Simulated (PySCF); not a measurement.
SnH2Cl2, SMILES [Cl][SnH2][Cl]. The structure is a stationary point at PBE-D3(BJ)/def2-SVP. The def2 effective core potentials stand for the cores of Sn; spin–orbit coupling is left out.

Question: Give the equilibrium geometry at PBE-D3(BJ)/def2-SVP (PySCF confirms it by a frequency run) as bond lengths and angles, and its point group. (Estimate from the structure and the level; the computed values follow.)

Answer: point group C2v.
Atoms: Sn1 Cl2 Cl3 H4 H5. Bond lengths (Å): Sn1–Cl2 2.364, Sn1–Cl3 2.364, Sn1–H4 1.720, Sn1–H5 1.720. Angles (°): Cl2–Sn1–Cl3 107.3, Cl2–Sn1–H4 107.6, Cl2–Sn1–H5 107.6, Cl3–Sn1–H4 107.6, Cl3–Sn1–H5 107.6, H4–Sn1–H5 118.7.
Charge 0, spin multiplicity 1.
